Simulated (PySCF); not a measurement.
C₃H₄O₂Si, SMILES C#C[SiH2]C(=O)O. Geometry optimised at PBE0-D3(BJ)/def2-SVP. This is a generated structure with no PubChem entry under its InChIKey; it may be hypothetical. One conformer was computed; it need not be the lowest.

Computed equilibrium geometry at PBE0-D3(BJ)/def2-SVP (PySCF confirms it by a frequency run) as a Z-matrix, and its point group (one conformer of several):
point group Cs.
```
Si
H 1 1.4881
H 1 1.4881 2 110.29
C 1 1.8276 2 110.54 3 122.55
C 4 1.2166 2 149.42 1 -179.68
H 5 1.0759 2 158.81 1 -179.29
C 1 1.9262 2 106.41 3 -115.01
O 7 1.2041 1 120.73 2 58.81
O 7 1.3356 8 123.19 1 180.00
H 9 0.9740 7 106.76 8 0.00
```
Charge 0, spin multiplicity 1.
